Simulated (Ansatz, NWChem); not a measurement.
**Worked example: the enthalpy of formation of CH2Br2 (dibromomethane)**

CH2Br2 has 5 atoms, charge 0, and is taken as a singlet. SMILES: `BrCBr`. The coordinates come from a PBE0-D4/def2-TZVP relaxation.

```xyz
5

Br   -0.5824   -0.8733    1.5003
C    -0.1051    0.1241   -0.0720
Br    1.6135   -0.3441   -0.7943
H    -0.0758    1.1733    0.1980
H    -0.8502   -0.0799   -0.8321
```

Total energies at r2SCAN/def2-SVPD (NWChem 7.3.0); the atoms run unrestricted:

| species | state | energy (Eh) |
| --- | --- | --- |
| CH2Br2 | singlet | -5186.926554 |
| Br | doublet | -2573.790651 |
| C | triplet | -37.788278 |
| H | doublet | -0.499209 |

Harmonic wavenumbers at PBE0-D4/def2-TZVP, in cm⁻¹: 172, 600, 670, 820, 1123, 1219, 1434, 3147, 3234.

Measured heats of formation of the gaseous atoms at 298.15 K, in kJ/mol: Br 111.9, C 716.9, H 218.0. Spin-orbit lowering of the atoms at 298 K (mean of the ground term's levels less their thermal mean, from spectra), in kJ/mol: Br 14.69, C 0.02. Take 1 Eh = 2625.50 kJ/mol, 1 cm⁻¹ = 0.0119627 kJ/mol, RT = 2.479 kJ/mol.

What heat of formation follows?


1. Electronic atomisation energy: 2 × (-2573.790651) + (-37.788278) + 2 × (-0.499209) − (-5186.926554) = 0.558556 Eh = 1466.5 kJ/mol.
2. Zero-point energy: half the sum of the wavenumbers, 6209.5 cm⁻¹ = 74.3 kJ/mol.
3. Thermal vibrational enthalpy, Σ hcν̃/(exp(hcν̃/kT) − 1): 2.6 kJ/mol. Translation, rotation and pV of a non-linear molecule: 4 RT = 9.9 kJ/mol.
4. The 5 free atoms carry 5/2 RT each: 31.0 kJ/mol.
5. Spin-orbit coupling lowers the free atoms by 2 × 14.69 + 0.02 = 29.4 kJ/mol.
6. Atomisation enthalpy at 298 K: 1466.5 − 29.4 − 74.3 − 2.6 − 9.9 + 31.0 = 1381.3 kJ/mol.
7. Sum of the atoms' heats of formation: 1376.7 kJ/mol. Heat of formation: 1376.7 − 1381.3 = -4.6 kJ/mol.

The tabulated value is +3.1 kJ/mol (Active Thermochemical Tables), so this level is off by -7.7 kJ/mol, or 0.6 % of the atomisation enthalpy that the table implies (1373.5 kJ/mol). So close a hit in a small basis owes something to errors that cancel. Relativity is left out. Anharmonicity and any spin-orbit splitting of the molecule are left out.
